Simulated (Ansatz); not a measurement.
## Molecular dynamics, step by step

CuBr2 (charge +1), closed shell, PBE0-D4/def2-SVP (Ansatz 0.2.0). Settings (timestep in fs, temperature in K; T counts 3 degrees of freedom):

```yaml
hamiltonian: {xc: pbe0, dispersion: d4}
md: {n_steps: 30, timestep: 0.75, temperature: 1000, ensemble: nve, seed: 920, initial_velocities: maxwell_boltzmann}
```

Start:

```xyz
3
angstrom
Cu -0.0074 -0.0779 -1.8361
Br -0.0901 -0.9450 0.3334
Br 0.0975 1.0229 1.5026
```

| step | time (fs) | potential energy less the start (meV) | kinetic energy (meV) | T (K) |
| --- | --- | --- | --- | --- |
| 0 | 0.00 | 0.0 | 129.3 | 1000 |
| 2 | 1.50 | -2.6 | 131.8 | 1020 |
| 4 | 3.00 | -3.5 | 132.7 | 1027 |
| 6 | 4.50 | -2.7 | 131.9 | 1021 |
| 8 | 6.00 | -0.3 | 129.6 | 1002 |
| 10 | 7.50 | 3.5 | 125.8 | 973 |
| 12 | 9.00 | 8.5 | 120.8 | 934 |
| 14 | 10.50 | 14.6 | 114.6 | 887 |
| 16 | 12.00 | 21.7 | 107.6 | 833 |
| 18 | 13.50 | 29.4 | 99.9 | 773 |
| 20 | 15.00 | 37.5 | 91.8 | 710 |
| 22 | 16.50 | 46.0 | 83.3 | 644 |
| 24 | 18.00 | 54.6 | 74.7 | 578 |
| 26 | 19.50 | 63.0 | 66.3 | 513 |
| 28 | 21.00 | 71.3 | 58.0 | 449 |
| 30 | 22.50 | 79.1 | 50.2 | 388 |

Step 12, positions (Å) and forces (eV/Å):

| atom | x | y | z | Fx | Fy | Fz |
| --- | --- | --- | --- | --- | --- | --- |
| Cu1 | -0.008 | -0.087 | -1.848 | 0.003 | 0.035 | 0.016 |
| Br2 | -0.092 | -0.965 | 0.314 | 0.038 | 0.402 | 0.293 |
| Br3 | 0.100 | 1.050 | 1.532 | -0.042 | -0.437 | -0.309 |

Step 14, positions (Å) and forces (eV/Å):

```tsv
atom	x	y	z	Fx	Fy	Fz
Cu1	-0.008	-0.089	-1.851	0.003	0.036	0.021
Br2	-0.092	-0.968	0.311	0.047	0.496	0.349
Br3	0.101	1.054	1.536	-0.051	-0.532	-0.370
```

Step 22, positions (Å) and forces (eV/Å):

| atom | x | y | z | Fx | Fy | Fz |
| --- | --- | --- | --- | --- | --- | --- |
| Cu1 | -0.009 | -0.095 | -1.859 | 0.003 | 0.036 | 0.040 |
| Br2 | -0.093 | -0.978 | 0.300 | 0.076 | 0.801 | 0.528 |
| Br3 | 0.102 | 1.070 | 1.554 | -0.080 | -0.837 | -0.568 |

Last step (30):

```
3
angstrom
Cu -0.0096 -0.1010 -1.8666
Br -0.0940 -0.9856 0.2917
Br 0.1032 1.0819 1.5686
```

Hardware: 4 CPU threads of an Intel Xeon 6975P-C, shared host. Wall time about 26 s.
